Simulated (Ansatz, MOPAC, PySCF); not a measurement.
Dimer: CH5N (SMILES CN) (first 7 atoms) with CH2O2 (SMILES O=CO); geometry from B3LYP-D3(BJ)/def2-TZVP, rigid monomers moved along the line of their centres of mass till N2···H12 is 1.52 Å.
(charge 0, multiplicity 1):
```xyz
12

C      0.195     0.646     0.155
N     -0.560    -0.442     0.793
H      0.986     0.958     0.836
H     -0.470     1.494    -0.012
H      0.647     0.364    -0.801
H      0.056    -1.224     0.990
H     -1.303    -0.778     0.191
O      1.183    -0.138     3.201
C      0.166     0.244     3.732
O     -1.018     0.350     3.157
H      0.122     0.554     4.787
H     -0.944     0.045     2.185
```

Monomers are frozen at their geometry in the pair; levels with a basis set take the counterpoise correction. Rows marked so take none.

Cores are frozen in the correlated methods. Rows in 6-311+G** carry no dispersion term and start afresh at each structure. The state that PM3 reach isn't checked.

Programs: Ansatz (a first-principles code); MOPAC for PM3 (differences of heats of formation); PySCF for 6-311+G** rows. 

Question: Predict the interaction energy from PM3.

Answer: 0.2 kcal/mol

Question: What is the computed interaction energy (CCSD(T)/aug-cc-pVDZ)?

Answer: -11.0 kcal/mol

Question: Give the interaction energy at the level B3LYP/6-311+G** (no counterpoise).

Answer: -12.6 kcal/mol
